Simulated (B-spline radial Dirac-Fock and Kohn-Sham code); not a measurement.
# Compton profile of Er³³⁺

System: Er³³⁺ in the configuration [Ar] 3d10 4s2 4p5.

Model: the impulse approximation on Dirac-Fock orbitals of the configuration average with a finite nucleus. Program: a radial B-spline solver. pz is in atomic units of momentum; subshell profiles are per electron, for a selection of subshells; open shells are spread over both j values by their weights.

```
  pz    J total   J 2s1/2   J 3p1/2   J 4p3/2
   0      1.906    0.0402    0.0517     0.103
0.32      1.901    0.0401    0.0517     0.103
0.46      1.896    0.0401    0.0517     0.103
0.68      1.883    0.0400    0.0517     0.103
   1      1.856    0.0399    0.0517     0.103
 1.5      1.795    0.0396    0.0516     0.101
 2.2      1.675    0.0389    0.0513    0.0934
 3.2      1.460    0.0375    0.0502    0.0726
 4.7      1.152    0.0347    0.0461    0.0348
 6.8     0.8801    0.0297    0.0356    0.0110
  10     0.6103    0.0211    0.0172   0.00879
  15     0.3111    0.0100   0.00360   0.00204
  22     0.1391   0.00274   0.00194  0.000610
  32    0.05544   0.00101   0.00132  0.000400
  47    0.01904  0.000895  0.000372  9.29e-05
  68   0.006217  0.000442  6.45e-05  1.25e-05
 100   0.001662  0.000124  8.01e-06  1.10e-06
 150  0.0003490  2.42e-05    < 1e-6    < 1e-6
```

J(0) = 1.906. The 4p3/2 subshell gives the largest part, 18 %.

Mean momentum ⟨p⟩ by subshell (a.u.): 1s1/2 68.1, 2s1/2 24.4, 2p1/2 32.2, 2p3/2 29.2, 3s1/2 12.5, 3p1/2 14.8, 3p3/2 14.0, 3d3/2 16.7, 3d5/2 16.4, 4s1/2 7.41, 4p1/2 8.32, 4p3/2 8.02.

Values without a named source are computed, but for edge energies of neutral atoms, which are taken from tables.
